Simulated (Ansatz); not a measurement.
Calculated with Ansatz (gas phase, PBE0-D4/def2-TZVP geometries, no zero-point term in ΔE). CCSD(T)/CBS is the MP2 limit (def2-TZVPP, def2-QZVPP) plus CCSD(T) − MP2 in def2-TZVPP, frozen cores. Functionals use def2-TZVPP. B3LYP here is the variant with VWN-RPA as its local correlation; programs differ in this. One conformer a species, not always the lowest.

`C=C(F)C[SiH3]` → `C/C([SiH3])=C\F`  (isomerisation)

Q: Is it downhill or uphill in electronic energy at CCSD(T)/CBS, and by how much? (Estimate.)

A: Computed: Nearly level: ΔE = +2.8 kJ/mol.

Q: What do these levels give: B2PLYP, B3LYP, CCSD/def2-TZVPP, HF/CBS(def2), MP2/CBS(def2), CCSD/CBS(def2)? (Best estimate.)

A: The calculation gave: B2PLYP 3.0, B3LYP 3.8, CCSD/def2-TZVPP 3.9, HF/CBS(def2) 5.1, MP2/CBS(def2) 1.9, CCSD/CBS(def2) 3.7 kJ/mol.

Largest T1 diagnostic among the species: 0.012.
